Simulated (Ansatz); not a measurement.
H3Al (SMILES [AlH3]), singlet, at a GFN2-xTB geometry (such geometries of metal compounds can be far from the true shape); Ansatz (a first-principles code) with B3LYP/6-311G**.

Ansatz was given this input:
Ansatz 0.2 input:
```yaml
crystal:
  periodic: [false, false, false]
  atoms:
    - {symbol: Al, position_ang: [-0.00000000, -0.00000000, -0.00000000]}
    - {symbol: H, position_ang: [0.64279377, -0.45514932, 1.33855567]}
    - {symbol: H, position_ang: [-0.27575805, 1.50677855, -0.25622634]}
    - {symbol: H, position_ang: [-0.36703572, -1.05162922, -1.08232933]}
basis:
  gaussian:
    orbitals: 6-311G__.json
hamiltonian:
  xc: b3lyp
```
The basis file holds 6-311G** in the JSON format of the Basis Set Exchange.

It wrote (shortened):

```
Functional definition: B3LYP
391 factors; their error is unknown
mean field evaluation 1: about -6645.1811 eV, gradient 1.3e1 eV
mean field evaluation 2: about -6645.7469 eV, gradient 3.5e0 eV
mean field evaluation 4: about -6645.7955 eV, gradient 5.2e-2 eV
mean field evaluation 8: about -6645.7995 eV, gradient 5.1e-5 eV
mean field -6645.79954206 eV, -244.2286284860 hartree, gradient 5.1e-5 eV, S^2 0.000000; 0 other end points of the search recorded, 0 dependent functions left out
reference -6645.79977605 eV, -244.2286370848 hartree; 8, 8 occupied and 37, 37 virtual orbitals, 391 factors
Total energy: -6645.79977605 eV, -244.2286370848 hartree
```
